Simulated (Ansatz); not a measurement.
SiH5ClF2, singlet: a saddle search.

The input file, in.yaml:

```yaml
crystal:
  periodic: [false, false, false]
  atoms:
    - {symbol: Si, position_ang: [-0.223000, 1.047300, -0.655100]}
    - {symbol: Cl, position_ang: [1.624100, -0.050200, -0.118500]}
    - {symbol: H, position_ang: [-0.861100, 0.253600, -1.683300]}
    - {symbol: H, position_ang: [-0.651300, 1.704500, 0.561000]}
    - {symbol: H, position_ang: [0.545900, 2.075300, -1.391500]}
    - {symbol: H, position_ang: [-0.622100, -1.368500, 0.941700]}
    - {symbol: F, position_ang: [-1.231600, -0.541500, 0.466300]}
    - {symbol: H, position_ang: [1.125700, -1.138700, 0.629200]}
    - {symbol: F, position_ang: [0.293600, -1.981800, 1.250300]}
basis:
  gaussian: {orbitals: def2-SVP}
hamiltonian: {xc: pbe0, dispersion: d4}
saddle:
  max_steps: 4
  mode_guess:
    - [-0.2510, -0.0456, 0.0603]
    - [0.1810, -0.3237, -0.0936]
    - [-0.0280, 0.0818, -0.0984]
    - [-0.2387, 0.1105, -0.1088]
    - [0.0520, -0.1675, 0.3000]
    - [0.2081, -0.3243, 0.1639]
    - [0.1161, 0.3271, -0.1899]
    - [0.2097, 0.2852, -0.1632]
    - [-0.2492, 0.0566, 0.1299]
```

Run by:

```bash
ansatz run in.yaml --threads 4 --pin off --events-out ev --progress --plain --max-ram 9574MiB
```

What Ansatz 0.2.0 printed:

```
Functional definition: PBE0
  name "PBE0"
  cite "Adamo & Barone, J. Chem. Phys. 110, 6158 (1999) doi:10.1063/1.478522"
  cite "Perdew, Burke & Ernzerhof, Phys. Rev. Lett. 77, 3865 (1996) doi:10.1103/PhysRevLett.77.3865"
  parent pbe
  parameter a = 0.25
  parameter kappa = 0.804
  parameter beta = 0.06672455060314922
  exchange = (1 - a)*pbe_x(kappa = kappa, mu = beta*pi^2/3) + a*exact_x
  correlation = pbe_c(beta = beta)
909 factors; integrals over basis functions are off by at most 3.3e-4 eV
mean field evaluation 1: about -25889.4778 eV, gradient 3.9e1 eV
mean field evaluation 2: about -25887.3331 eV, gradient 5.5e1 eV
mean field evaluation 4: about -25891.9096 eV, gradient 4.8e-1 eV
mean field evaluation 8: about -25891.9211 eV, gradient 6.3e-2 eV
mean field -25891.92110826 eV, -951.5105505541 hartree, gradient 2.3e-5 eV, S^2 0.000000; 0 other end points of the search recorded, 0 dependent functions left out
the calculation of the forces begins
reference -25891.92113044 eV, -951.5105513690 hartree; 27, 27 occupied and 62, 62 virtual orbitals, 909 factors
these checks for a lower state are left out or cut short: stability, starts, cluster_reference, orbital_swaps, neighbouring_geometries, increment
909 factors; integrals over basis functions are off by at most 3.3e-4 eV
mean field evaluation 16: about -25891.8947 eV, gradient 6.5e-1 eV
mean field -25891.90722943 eV, -951.5100405166 hartree, gradient 1.8e-6 eV, S^2 0.000000; 0 other end points of the search recorded, 0 dependent functions left out
the calculation of the forces begins
reference -25891.90725162 eV, -951.5100413320 hartree; 27, 27 occupied and 62, 62 virtual orbitals, 909 factors
these checks for a lower state are left out or cut short: stability, starts, cluster_reference, orbital_swaps, neighbouring_geometries, increment
909 factors; integrals over basis functions are off by at most 3.3e-4 eV
mean field -25891.91039970 eV, -951.5101570218 hartree, gradient 1.8e-6 eV, S^2 0.000000; 0 other end points of the search recorded, 0 dependent functions left out
the calculation of the forces begins
reference -25891.91042190 eV, -951.5101578375 hartree; 27, 27 occupied and 62, 62 virtual orbitals, 909 factors
saddle step   1: F+E_penalty+E_count = -25892.05387756 eV  max|allowed force component| = 1.575e0 eV/Å  curvature = -6.2943 eV/Å²  mode residual = 4.53e0 eV/Å²  Δτ_max = 0.0000 Å  (1 rotations, 3 force calls, 65 SCF iters)  cluster: 3 rotations left out, max|force component along them| = 1.863e-8 eV/Å
saddle step   2: F+E_penalty+E_count = -25892.27035565 eV  max|allowed force component| = 1.255e0 eV/Å  curvature = -6.3076 eV/Å²  mode residual = 2.52e0 eV/Å²  Δτ_max = 0.2000 Å  (1 rotations, 3 force calls, 67 SCF iters)  cluster: 3 rotations left out, max|force component along them| = 7.332e-8 eV/Å
saddle step   3: F+E_penalty+E_count = -25892.35456878 eV  max|allowed force component| = 6.974e-1 eV/Å  curvature = -6.2131 eV/Å²  mode residual = 1.74e0 eV/Å²  Δτ_max = 0.2000 Å  (1 rotations, 3 force calls, 67 SCF iters)  cluster: 3 rotations left out, max|force component along them| = 1.463e-7 eV/Å
saddle step   4: F+E_penalty+E_count = -25892.43102421 eV  max|allowed force component| = 9.980e-1 eV/Å  curvature = -6.4103 eV/Å²  mode residual = 2.42e0 eV/Å²  Δτ_max = 0.1872 Å  (1 rotations, 3 force calls, 68 SCF iters)  cluster: 3 rotations left out, max|force component along them| = 1.652e-7 eV/Å
Error: the saddle search did not converge after 4 steps: max|allowed force component| = 9.98e-1 eV/Å (threshold 5.0e-2). At the last step the curvature along the mode is -6.410 eV/Å² (extrapolated from the last rotation, not read by a force call), negative, as on the way to a saddle point. To go on, set a larger `saddle.max_steps` (a set value also replaces the default of 250 for a search that goes on from a second negative curvature), or search again from the last step's geometry and mode. Where this run's directory can be resumed (`checkpoint.write`), a resume goes on for up to `saddle.max_steps` more
F+E_penalty+E_count at the last step = -25892.43102421 eV
to start another search from the last step: its geometry and its mode (saddle.mode_guess, Cartesian):
  atoms:
    - { symbol: Si, position_ang: [-0.30519460, 0.96126814, -0.59035914] }
    - { symbol: Cl, position_ang: [1.63468772, -0.28389872, -0.26134561] }
    - { symbol: H, position_ang: [-1.06676559, 0.52078883, -1.82896911] }
    - { symbol: H, position_ang: [-1.10082951, 1.87894774, 0.35519196] }
    - { symbol: H, position_ang: [0.72111697, 1.94743289, -1.10433227] }
    - { symbol: H, position_ang: [-0.38511088, -1.27507241, 0.99953945] }
    - { symbol: F, position_ang: [-1.03820554, -0.42761907, 0.38023079] }
    - { symbol: H, position_ang: [1.14407648, -1.37495174, 0.68845397] }
    - { symbol: F, position_ang: [0.39642495, -1.94689565, 1.36168997] }
  mode_guess:
    - [-0.25603674, 0.00925363, 0.04550537]
    - [0.10073190, -0.27993175, 0.05576580]
    - [-0.03178733, 0.05924175, -0.09481813]
    - [-0.12202652, 0.13307092, -0.03871603]
    - [0.00756323, -0.19005855, 0.17484094]
    - [0.27025894, -0.33787101, 0.24649262]
    - [0.08499894, 0.30973455, -0.22126557]
    - [0.23289184, 0.31035036, -0.28299793]
    - [-0.28659426, -0.01378989, 0.11519292]


[the SCF lines of later steps are left out]
```

Hardware: 4 CPU threads of an Intel Xeon, shared host. Wall time about 15 s.


The run did not converge within its limit. Four steps were allowed, too few from this start.